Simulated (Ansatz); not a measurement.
CH2N2Si, SMILES `[C-]#[N+][Si]N` (lower singlet) (charge 0, multiplicity 1). This singlet lies 2.42 eV below the relaxed triplet at the level frozen-core CCSD(T)/cc-pVTZ // PBE0-D3(BJ)/def2-TZVP (Ansatz, a first-principles code).

These are CAM-B3LYP/cc-pVTZ // PBE0-D3(BJ)/def2-TZVP (Ansatz) values and carry that method's errors.

Ansatz 0.2 input:
```yaml
crystal:
  periodic: [false, false, false]
  atoms:
    - { symbol: C, position_ang: [2.525729, -0.511742, -0.032169] }
    - { symbol: N, position_ang: [1.483708, 0.029875, -0.030074] }
    - { symbol: Si, position_ang: [0.128456, 1.180964, -0.042482] }
    - { symbol: N, position_ang: [-1.100135, 0.012187, 0.021146] }
    - { symbol: H, position_ang: [-0.964744, -0.987609, 0.052328] }
    - { symbol: H, position_ang: [-2.073014, 0.276325, 0.03125] }
basis:
  gaussian: { orbitals: cc-pVTZ }
hamiltonian:
  xc: cam_b3lyp
```

Output:

```
Functional definition: CAM-B3LYP
918 factors; their error is unknown
216 factors; integrals over basis functions are off by at most 2.4e-5 eV
mean field evaluation 1: about -11918.7711 eV, gradient 6.7e1 eV
mean field evaluation 2: about -11912.6236 eV, gradient 8.3e1 eV
mean field evaluation 4: about -11926.7230 eV, gradient 3.8e0 eV
mean field evaluation 8: about -11926.7729 eV, gradient 1.7e-1 eV
mean field -11926.77295649 eV, -438.3008218939 hartree, gradient 5.1e-5 eV, S^2 0.000000; 0 other end points of the search recorded, 0 dependent functions left out
reference -11926.77306982 eV, -438.3008260588 hartree; 18, 18 occupied and 134, 134 virtual orbitals, 918 factors
Total energy: -11926.77306982 eV, -438.3008260588 hartree
```
